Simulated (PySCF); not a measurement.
Sn(I)3(OH), HI3OSn, SMILES [OH][Sn]([I])([I])[I], singlet (PBE0/def2-SVP optimised geometry):

```
6

O     -1.333    -2.164     1.677
Sn    -0.842    -1.248     0.000
I     -1.822     1.248     0.000
I      1.822    -1.248     0.000
I     -1.828    -2.597    -2.099
H     -2.290    -2.243     1.785
```

Method: PBE0/def2-TZVP, def2 effective core potentials past Kr (PySCF 2.14.0).

Task: What are the frontier orbital energies and the dipole moment?

Result: HOMO-2 -8.07 eV, HOMO-1 -8.05 eV, HOMO -7.92 eV, LUMO -3.41 eV, LUMO+1 -0.80 eV; dipole moment 1.05 D.
